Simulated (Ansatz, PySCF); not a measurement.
H6Te, SMILES [TeH6]. Atoms are numbered in the order given.

```xyz
7

Te     0.0000     0.0000     0.0000
H      0.0000     1.7386     0.0000
H      0.0000    -1.7386     0.0000
H     -1.7386     0.0000     0.0000
H      1.7386     0.0000     0.0000
H      0.0000     0.0000     1.7386
H      0.0000     0.0000    -1.7386
```
Charge 0, spin multiplicity 1.

Geometry optimised at B3LYP-D3(BJ)/def2-TZVP. The def2 effective core potentials stand for the cores of Te; spin–orbit coupling is left out.

Two levels are set side by side: PBE-D3(BJ)/def2-TZVP (Ansatz, a first-principles code) and B3LYP-D3(BJ)/def2-TZVP (Ansatz). Each level has its own optimised geometry; the coordinates shown are those of the second. Frequencies come from the Hessian of PySCF at each geometry. Differences are taken from unrounded values.

```tsv
quantity	B3LYP-D3(BJ)
mean bond length (Å)	1.739
bond Te1–H2 (Å)	1.739
bond Te1–H3 (Å)	1.739
bond Te1–H4 (Å)	1.739
bond Te1–H5 (Å)	1.739
bond Te1–H6 (Å)	1.739
bond Te1–H7 (Å)	1.739
highest harmonic wavenumber (cm⁻¹)	1918
mean harmonic wavenumber (cm⁻¹)	1273
zero-point energy (kcal/mol)	27.31
```

Q: What does PBE-D3(BJ) give, and how far is it from B3LYP-D3(BJ)? (The exact figures need the calculation; the answer reports its results.)

A: 
```tsv
quantity	PBE-D3(BJ)	PBE-D3(BJ) minus B3LYP-D3(BJ)
mean bond length (Å)	1.754	0.016
bond Te1–H2 (Å)	1.754	0.016
bond Te1–H3 (Å)	1.754	0.016
bond Te1–H4 (Å)	1.754	0.016
bond Te1–H5 (Å)	1.754	0.016
bond Te1–H6 (Å)	1.754	0.016
bond Te1–H7 (Å)	1.754	0.016
highest harmonic wavenumber (cm⁻¹)	1846	-72
mean harmonic wavenumber (cm⁻¹)	1222	-51
zero-point energy (kcal/mol)	26.21	-1.10
```

GGA bonds tend to be longer and softer than those of functionals with exact exchange. Differences between two approximate levels are no errors against the true value.
